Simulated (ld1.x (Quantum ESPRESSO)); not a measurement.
indium (In): variants of one TM semilocal potential

Base potential:

- Element: In (Z = 49)
- Generator: ld1.x (Quantum ESPRESSO) 7.5
- Type: norm-conserving Troullier–Martins (semilocal form)
- Functional: PBE
- Relativity: scalar-relativistic
- Frozen core: [Kr]
- Valence charge: 13
- Reference configuration: 4d10 5s1 5p2
- Partial waves: 5p (bound): rc 1.90 bohr; 4d (bound): rc 1.35 bohr; 4f channel at 0.2 Ry: rc 1.70 bohr; 5s (bound): rc 1.55 bohr
- Local potential: the s channel
- Core correction: none

All-electron outer shells of the reference configuration (PBE, scalar-relativistic, ld1.x):

| shell | level (eV) | outermost node (bohr) | outermost maximum (bohr) |
| --- | --- | --- | --- |
| 4s | -121.34 | 0.41 | 0.77 |
| 4p | -79.81 | 0.42 | 0.82 |
| 4d | -20.24 | 0.40 | 0.94 |
| 5s | -9.20 | 1.02 | 2.13 |
| 5p | -3.22 | 1.14 | 2.78 |

Cutoffs, loose and tight: the cutoffs (Ry, on a coarse ladder) from which the occupation-weighted sum of valence levels, in a spherical-Bessel basis at the reference potential, stays within 10 and 1 mRy of its value at 400 Ry. They do not see the model core or the augmentation charge, which bear on the density cutoff. Test errors are all-electron minus pseudo excitation energies from the reference, over the configurations 4d10 5s2 5p1; 4d10 5s2 5p0; 4d10 5s1 5p0; 4d9 5s2 5p1; 4d10 5s2 5p1.3; 4d9 5s0 5p0; 4d10 5s2 5p0.5. A dash means not determined; rows that change the core or the reference have their own tests.

A semilocal file is local in each channel, so a ghost entry of none says nothing of the separable form that plane-wave codes build from it.

```tsv
change	outcome	cutoff, loose	cutoff, tight	bound ghosts	largest test error (meV)
base	generated	90 Ry	140 Ry	none	+97
wave 5p (bound): rc 1.90 bohr becomes 5p (bound): rc 2.04 bohr	generated	90 Ry	140 Ry	none	+124
wave 5p (bound): rc 1.90 bohr becomes 5p (bound): rc 2.32 bohr	generated	90 Ry	140 Ry	none	+151
wave 5p (bound): rc 1.90 bohr becomes 5p (bound): rc 2.60 bohr	generated	90 Ry	140 Ry	none	+151
wave 5p (bound): rc 1.90 bohr becomes 5p (bound): rc 2.84 bohr	generated	90 Ry	140 Ry	none	+134
```

Problem. What comes out with this change to the base: wave 5p (bound): rc 1.90 bohr becomes 5p (bound): rc 1.56 bohr?

Solution. outcome: generated; cutoff, loose: 110 Ry; cutoff, tight: 160 Ry; bound ghosts: none; largest test error (meV): +850.

Problem. What comes out with this change to the base: wave 5p (bound): rc 1.90 bohr becomes 5p (bound): rc 1.32 bohr?

Solution. outcome: generated, misses its reference levels by 0.46 eV; cutoff, loose: 120 Ry; cutoff, tight: 300 Ry; bound ghosts: none; largest test error (meV): -351.

Problem. What comes out with this change to the base: wave 5p (bound): rc 1.90 bohr becomes 5p (bound): rc 1.80 bohr?

Solution. outcome: generated; cutoff, loose: 90 Ry; cutoff, tight: 140 Ry; bound ghosts: none; largest test error (meV): +76.

Reading the sweep of the p radius (base included, trends over the rows without a ghost): The loose cutoff falls from 120 Ry at 1.32 to 90 Ry at 2.84 bohr. A larger radius leaves more room for a smooth pseudo-wave, so fewer plane waves are needed; a smaller one forces it to follow the all-electron wave where it bends sharply. The median size of the test errors (rows with all tests solved) is not monotonic: lowest 4.3 meV at 2.04 bohr, highest 24.2 meV at 1.32 bohr.
